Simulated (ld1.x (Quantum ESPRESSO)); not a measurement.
Which change was made? (Cr, TM)

chromium, norm-conserving Troullier–Martins (Kleinman–Bylander form), made with ld1.x (Quantum ESPRESSO) 7.5 (PBE, scalar-relativistic). Core [Ne] 3s2, reference 3p6 3d5 4s1 4p0. Waves: 4s (bound): rc 2.15 bohr; 3d (bound): rc 2.05 bohr; 3p (bound): rc 1.40 bohr. Local part: the p channel. Core correction: a·sin(br)/r model core inside 1.00 bohr.

Cutoffs, loose and tight: the cutoffs (Ry, on a coarse ladder) from which the occupation-weighted sum of valence levels, in a spherical-Bessel basis at the reference potential, stays within 10 and 1 mRy of its value at 400 Ry. They do not see the model core or the augmentation charge, which bear on the density cutoff. Test errors are all-electron minus pseudo excitation energies from the reference, over the configurations 3p6 3d5 4s0 4p0; 3p6 3d4 4s0 4p0; 3p6 3d3 4s0 4p0; 3p6 3d5.5 4s0.5 4p0; 3p6 3d4 4s1 4p1; 3p6 3d5 4s0.5 4p0; 3p6 3d4 4s1 4p0; variants that change the core or the reference have their own tests.

The base gives: outcome: generated; cutoff, loose: 60 Ry; cutoff, tight: 100 Ry; bound ghosts: s; largest test error (meV): +126.

Problem. After one change the result is: outcome: generated; cutoff, loose: 90 Ry; cutoff, tight: 110 Ry; bound ghosts: s; largest test error (meV): +62. Which change was it?
A. wave 4s (bound): rc 2.15 bohr becomes 4s (bound): rc 1.88 bohr
B. wave 4s (bound): rc 2.15 bohr becomes 4s (bound): rc 3.18 bohr
C. wave 4s (bound): rc 2.15 bohr becomes 4s (bound): rc 1.48 bohr

Solution. C. The others give: wave 4s (bound): rc 2.15 bohr becomes 4s (bound): rc 3.18 bohr → outcome: generated; cutoff, loose: 60 Ry; cutoff, tight: 100 Ry; bound ghosts: s; largest test error (meV): +57 | wave 4s (bound): rc 2.15 bohr becomes 4s (bound): rc 1.88 bohr → outcome: generated; cutoff, loose: 60 Ry; cutoff, tight: 100 Ry; bound ghosts: s; largest test error (meV): +95.
